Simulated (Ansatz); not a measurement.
Consider the substitution at a C–Te bond: `C=CC[TeH]` + `OB(O)O` → `C=CCOB(O)O` + H₂Te.

Computed with Ansatz on PBE0-D4/def2-TZVP structures; ΔE is electronic, products minus reactants. CCSD(T)/CBS is the MP2 limit (def2-TZVPP, def2-QZVPP) plus CCSD(T) − MP2 in def2-TZVPP, frozen cores. This one scheme is used for every species. Functionals use def2-TZVPP. B3LYP here is the variant with VWN-RPA as its local correlation; programs differ in this. Elements past krypton have def2 core potentials. For Te outer-core shells are correlated without core-valence functions, which leaves a few kJ/mol of doubt a bond. Each species was taken in one conformer, which may not be the lowest.

```csv
level,ΔE (kJ/mol)
PBE-D4,57.2
r2SCAN-D4,53.7
B3LYP-D4,52.3
ωB97X-V,44.9
SCS-MP2/def2-TZVPP,59.5
CCSD/def2-TZVPP,50.5
CCSD(T)/def2-TZVPP,53.7
HF/CBS(def2),36.7
```

Task: What does CCSD(T)/CBS give? (An estimate is asked.)

Result: Ansatz gave: +60.4 kJ/mol. The listed levels differ from it by -3.2, -6.7, -8.1, -15.5, -0.9, -9.9, -6.7, -23.7 kJ/mol.

Largest T1 diagnostic among the species: 0.012.

In def2-TZVPP, CCSD(T) changes the Hartree–Fock value by +17.2 kJ/mol (the triples alone add +3.2 kJ/mol) and MP2 by +30.8 kJ/mol. The D4 term adds +3.6 kJ/mol with B3LYP and +1.5 kJ/mol with PBE0; it sums over pairs of atoms, weighted by their polarisabilities, and B3LYP, whose exchange is more repulsive, gets the larger term.
